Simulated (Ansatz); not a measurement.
C₃H₁₁NO₂Si, singlet, at a GFN2-xTB geometry; SC-NEVPT2/STO-3G, CASSCF(2,3) (Ansatz, an electronic-structure program).

Ansatz was given this input:
Ansatz 0.2 input:
```yaml
crystal:
  periodic: [false, false, false]
  atoms:
    - {symbol: Si, position_ang: [1.29672763, -0.12092424, -0.14523000]}
    - {symbol: O, position_ang: [1.41871328, -1.46466663, 0.74722197]}
    - {symbol: O, position_ang: [2.05746520, -0.38495995, -1.56438059]}
    - {symbol: N, position_ang: [-0.35577980, 0.21323912, -0.48731586]}
    - {symbol: C, position_ang: [-1.37716768, 0.26969664, 0.53578174]}
    - {symbol: C, position_ang: [-1.48847789, 1.66471235, 1.15467361]}
    - {symbol: C, position_ang: [-2.71892154, -0.16989183, -0.04985106]}
    - {symbol: H, position_ang: [2.01198084, 0.85599917, 0.66850704]}
    - {symbol: H, position_ang: [1.31873120, -2.31479536, 0.32695220]}
    - {symbol: H, position_ang: [2.04207994, 0.27989505, -2.24372962]}
    - {symbol: H, position_ang: [-0.57766978, 0.83467384, -1.25149087]}
    - {symbol: H, position_ang: [-1.07318475, -0.43715583, 1.31329910]}
    - {symbol: H, position_ang: [-1.77355055, 2.39183548, 0.39582521]}
    - {symbol: H, position_ang: [-0.53087667, 1.95882273, 1.57612606]}
    - {symbol: H, position_ang: [-2.23749991, 1.67376956, 1.94232749]}
    - {symbol: H, position_ang: [-2.62451480, -1.15404346, -0.50127292]}
    - {symbol: H, position_ang: [-3.47769471, -0.21133341, 0.72723106]}
    - {symbol: H, position_ang: [-3.04355417, 0.53250731, -0.81570029]}
basis:
  gaussian:
    orbitals: STO-3G
magnetization: {spin_polarized: false}
correlation: {method: sc_nevpt2, electrons: all, active_space: {window: {electrons: 2, orbitals: 3}}}
```

What the program printed (banner, timings and long lists left out):

```
Functional definition: HF
683 factors; integrals over basis functions are off by at most 3.3e-5 eV
mean field evaluation 1: about -16478.6730 eV, gradient 3.0e1 eV
mean field evaluation 2: about -16479.0133 eV, gradient 3.0e1 eV
mean field evaluation 4: about -16482.1813 eV, gradient 1.4e0 eV
mean field evaluation 8: about -16482.1892 eV, gradient 1.2e-5 eV
mean field -16482.18918499 eV, -605.7092805193 hartree, gradient 1.5e-6 eV, S^2 0.000000; 0 other end points of the search recorded, 0 dependent functions left out
reference -16482.18918499 eV, -605.7092805193 hartree; 33, 33 occupied and 17, 17 virtual orbitals, 683 factors
state -16482.59910675 eV, -605.7243448662 hartree
state -16482.59910675 eV, -605.7243448662 hartree; corrected -16490.36137844 eV, -606.0096030894 hartree
state -16482.49188422 eV, -605.7204045107 hartree
state -16482.49188422 eV, -605.7204045107 hartree; corrected -16490.32612174 eV, -606.0083074295 hartree
state -16482.59910675 eV, -605.7243448662 hartree; corrected -16490.36137844 eV, -606.0096030894 hartree
Total energy: -16490.36137844 eV, -606.0096030894 hartree
```
